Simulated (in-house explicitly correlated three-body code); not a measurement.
Computed with an exponentially correlated three-body code. Model: two electrons around a point charge, non-relativistic, variational in 260 exponentially correlated functions (energies converged to about 1e-7 hartree, or 1e-8 relative for large Z).

For two electrons in a singlet the Kohn-Sham orbital is the square root of half the density, so the exact Kohn-Sham potential and energy parts follow from the density alone, and exchange is minus half the Hartree energy. The Kohn-Sham level equals minus the binding energy of the second electron.

Command:
```bash
python run_hyl.py task.json out
```
Settings (lengths in bohr, energies in hartree):
```
Z                      1.255
interaction_strength   1
functions              260
states_tried           13
```

Cost of the run: 39 s on 1 thread of Intel(R) Xeon(R) Platinum 8259CL CPU @ 2.50GHz (Skylake/Cascade Lake) (shared host).

**Those bound S and P states to n = 4 that converged, binding against the one-electron ion.**

Given: nuclear charge 1.255.

Computed: one-electron threshold -0.7875125 hartree.

| term | energy (hartree) | binding (eV) | quantum defect |
| --- | --- | --- | --- |
| 1 1S | -0.94298155 | 4.2305 | 0.5427 |
| 2 3S | ? | ? | ? |
| 2 1S | -0.800248224 | 0.34656 | 0.40223 |
| 2 3P | -0.795851853 | 0.22693 | 0.025492 |
| 2 1P | -0.795674008 | 0.22209 | 0.0040945 |
| 3 3S | -0.793156341 | 0.15358 | 0.59985 |
| 3 1S | -0.792299302 | 0.13026 | 0.39383 |
| 3 3P | -0.791194835 | 0.1002 | 0.028583 |
| 3 1P | ? | ? | ? |
| 4 3S | -0.790321948 | 0.076449 | 0.59815 |
| 4 3P | -0.789574606 | 0.056113 | - |

Q: What belongs in the row 2 3S?

A: energy (hartree): -0.804255772; binding (eV): 0.45561; quantum defect: 0.60651.

Q: What belongs in the row 3 1P?

A: energy (hartree): -0.791133704; binding (eV): 0.098538; quantum defect: 0.0036076.

**Electric-dipole lines between converged S and P states, rate of the upper state's decay.**

```csv
s state,p state,p minus s (eV),oscillator strength from s,rate (1/s)
1 1S,2 1P,4.0084,0.036638,8.5148e+06
1 1S,3 1P,4.132,0.011583,2.8605e+06
2 1S,2 1P,0.12447,0.8127,182120
2 1S,3 1P,0.24802,0.00039608,352.4
3 1S,2 1P,-0.09183,-0.37145,135920
3 1S,3 1P,?,?,?
2 3S,2 3P,0.22868,0.87356,660770
2 3S,3 3P,0.35541,0.029091,53148
2 3S,4 3P,0.39949,0.0060375,13937
3 3S,2 3P,?,?,?
3 3S,3 3P,0.053375,1.331,54847
3 3S,4 3P,0.097464,0.068281,9381.5
4 3S,2 3P,-0.15048,-0.024194,23771
4 3S,3 3P,-0.023752,-0.91639,22434
4 3S,4 3P,0.020336,1.7454,10441
```

Q: What belongs in the row 3 1S 3 1P?

A: p minus s (eV): 0.031718; oscillator strength from s: 1.2894; rate (1/s): 18761.

Q: What belongs in the row 3 3S 2 3P?

A: p minus s (eV): -0.073349; oscillator strength from s: -0.47118; rate (1/s): 110000.

**Functionals on the exact density and self-consistent, errors are functional minus exact, hybrids only self-consistent, a dash where a self-consistent run leaves the top level unbound.**

```
       result  exchange error (millihartree)  correlation error (millihartree)  functional driven error (millihartree)  density driven error (millihartree)  self consistent total error (millihartree)  top level plus exact binding (eV)
        M06-L                        -8.3282                            6.9777                                 -1.3505                              -2.2774                                      -3.628                              3.819
         RPBE                        -11.368                            4.5878                                 -6.7807                             -0.84375                                     -7.6244                             3.9662
          PBE                              ?                                 ?                                       ?                                    ?                                           ?                                  ?
       r2SCAN                        -7.2068                            6.9993                                -0.20747                             -0.15181                                    -0.35929                             3.7429
     LDA PW92                         72.376                           -45.744                                  26.632                              -1.0226                                       25.61                              3.933
         SCAN                        -7.2068                            6.9993                                -0.20747                             -0.15181                                    -0.35929                             3.7429
     LDA VWN5                         72.376                           -45.839                                  26.537                              -1.0109                                      25.526                             3.9335
       PBEsol                         24.889                           -4.0777                                  20.811                             -0.67108                                       20.14                             4.0508
      r2SCAN0                              -                                 -                                       -                                    -                                      1.5648                             2.6102
         BP86                        -7.3004                           -1.3698                                 -8.6702                             -0.47528                                     -9.1455                             3.8539
B3LYP VWN-RPA                              -                                 -                                       -                                    -                                     -11.318                             2.9085
         BLYP                              ?                                 ?                                       ?                                    ?                                           ?                                  ?
         PBE0                              -                                 -                                       -                                    -                                      3.4611                             2.7946
         AM05                         54.014                           -34.337                                  19.677                             -0.77673                                        18.9                             4.0567
         TPSS                        -7.1368                            3.1845                                 -3.9523                             -0.29296                                     -4.2453                             3.8613
         PW91                        -3.0723                            2.4187                                -0.65356                             -0.69927                                     -1.3528                              3.939
      revTPSS                        -6.3117                          -0.37398                                 -6.6857                             -0.19508                                     -6.8808                             3.7624
         OLYP                        -6.7236                            4.4996                                  -2.224                              -1.2616                                     -3.4856                             4.0531
        wB97X                              -                                 -                                       -                                    -                                     -3.2449                            0.20179
        HSE06                              -                                 -                                       -                                    -                                      2.9157                             3.1958
```

Q: What belongs in the row PBE?

A: exchange error (millihartree): -1.371; correlation error (millihartree): 4.5878; functional driven error (millihartree): 3.2168; density driven error (millihartree): -0.63943; self consistent total error (millihartree): 2.5774; top level plus exact binding (eV): 3.9825.

Q: What belongs in the row BLYP?

A: exchange error (millihartree): -7.3004; correlation error (millihartree): 4.4996; functional driven error (millihartree): -2.8008; density driven error (millihartree): -0.9471; self consistent total error (millihartree): -3.7479; top level plus exact binding (eV): 3.9866.

**Density and exact potentials over r, pair density (one pair, times 4 pi r12^2) and exact minus Kohn-Sham pair density over r12.**

| radius (bohr) | radial density (electrons/bohr) | exchange potential (hartree) | intracule density (1/bohr) | Coulomb hole against Kohn-Sham (1/bohr) | correlation potential (hartree) |
| --- | --- | --- | --- | --- | --- |
| 0.172 | 0.17803 | -0.92471 | 0.0048992 | -0.007308 | -0.058 |
| 0.204 | ? | ? | ? | ? | ? |
| 0.241 | 0.29545 | -0.90977 | 0.0099802 | -0.01346 | -0.049 |
| 0.285 | 0.37156 | -0.89877 | 0.014221 | -0.01799 | -0.043 |
| 0.338 | 0.46035 | -0.88436 | 0.020365 | -0.02386 | -0.036 |
| 0.4 | 0.55665 | -0.86629 | 0.028953 | -0.031 | -0.027 |
| 0.473 | 0.65614 | -0.84384 | 0.040899 | -0.03938 | -0.017 |
| 0.56 | 0.75262 | -0.81614 | 0.05747 | -0.04869 | -0.006 |
| 0.663 | 0.83568 | -0.78287 | 0.079823 | -0.05798 | 0.006 |
| 0.785 | 0.89452 | -0.74381 | 0.10907 | -0.06567 | 0.017 |
| 0.929 | 0.91904 | -0.69924 | 0.1456 | -0.0695 | 0.028 |
| 1.1 | 0.90256 | -0.64946 | 0.18881 | -0.06687 | 0.036 |
| 1.3 | 0.84445 | -0.59625 | 0.235 | -0.05583 | 0.04 |
| 1.54 | 0.74813 | -0.53962 | 0.27932 | -0.03578 | 0.039 |
| 1.82 | 0.62699 | -0.4828 | 0.31176 | -0.01003 | 0.035 |
| 2.16 | ? | ? | ? | ? | ? |
| 2.56 | 0.35787 | -0.3707 | 0.30496 | 0.03449 | 0.019 |
| 3.02 | 0.24363 | -0.32121 | 0.25898 | 0.03956 | 0.012 |
| 3.58 | 0.14934 | -0.27494 | 0.19204 | 0.03229 | 0.006 |
| 4.24 | 0.082103 | -0.23411 | 0.12224 | 0.01878 | 0.002 |
| 5.02 | 0.039595 | -0.1986 | 0.065223 | 0.006778 | 0.001 |
| 5.94 | 0.016367 | -0.16817 | 0.028526 | 0.0003451 | 0 |
| 7.03 | 0.005608 | -0.1422 | 0.0099451 | -0.001294 | 0 |

Q: What belongs in the row 0.204?

A: radial density (electrons/bohr): 0.23161; exchange potential (hartree): -0.91818; intracule density (1/bohr): 0.0070191; Coulomb hole against Kohn-Sham (1/bohr): -0.009992; correlation potential (hartree): -0.054.

Q: What belongs in the row 2.16?

A: radial density (electrons/bohr): 0.49049; exchange potential (hartree): -0.4253; intracule density (1/bohr): 0.32313; Coulomb hole against Kohn-Sham (1/bohr): 0.01627; correlation potential (hartree): 0.028.

The density-driven part is never positive, since each functional's own density lowers its energy. Here it is small beside the functional-driven part (median ratio 0.12), the normal case.
